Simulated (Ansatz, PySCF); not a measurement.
PySCF was given this input:
```python
from pyscf import gto, scf, dft

mol = gto.M(
    atom='''
Sc   -0.00000000   -0.00000000    0.00000000
F    -1.55788298   -0.96553266    0.06591834
F    -0.00103869    1.69583093   -0.69839409
F     1.55892167   -0.73029827    0.63247575
''',
    basis='sto-3g',
    charge=-1,
    spin=1,
    verbose=4,
)

mf = dft.UKS(mol)
mf.xc = 'bhandhlyp'
mf.grids.atom_grid = (99, 590)
mf.grids.prune = None
mf.kernel()
```

Q: Convert this to an input for Ansatz (an electronic-structure program).

A: One answer among several that fit: 
Ansatz 0.2 input:
```yaml
crystal:
  periodic: [false, false, false]
  atoms:
    - {symbol: Sc, position_ang: [-0.00000000, -0.00000000, 0.00000000]}
    - {symbol: F, position_ang: [-1.55788298, -0.96553266, 0.06591834]}
    - {symbol: F, position_ang: [-0.00103869, 1.69583093, -0.69839409]}
    - {symbol: F, position_ang: [1.55892167, -0.73029827, 0.63247575]}
basis:
  gaussian:
    orbitals: STO-3G
hamiltonian:
  xc: {name: BHLYP}
total_charge: -1
magnetization: {spin_polarized: true, initial_magnetization: 1}
accuracy: high
```

Both were run: PySCF gave -1048.329595 Eh and Ansatz -1048.329593 Eh, 0.001 mEh apart.
